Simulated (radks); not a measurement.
Ionisation of the titanium ion Ti3+, [Ar] 3d1, to [Ar] as the strength of local exchange is varied. Method: scalar-relativistic Kohn-Sham, Slater X-alpha exchange (alpha = 2/3 is LDA exchange), no correlation, spin-polarised, spherical densities, point nucleus; open shells are filled with parallel spins first; computed with a radial shooting solver on a logarithmic mesh with Libxc functionals.

alpha,E(Ti3+) (hartree),exchange (hartree),IE (eV),-e of the level emptied (eV),<r> of it (bohr)
0.573,-843.04441,-32.07616,40.022,31.891 (3d),1.307
0.667,-848.32266,-37.53233,42.167,33.891 (3d),1.268
0.758,-853.45852,-42.86611,44.305,35.897 (3d),1.234
0.812,-856.51827,-46.05523,45.601,37.119 (3d),1.215
0.962,-865.06482,-55.00761,49.310,40.634 (3d),1.168

NIST Atomic Spectra Database: 43.267 eV (measured). The Delta-SCF value meets it near alpha = 0.71. Open shells are spherical and high-spin; term and fine-structure splittings are not resolved.
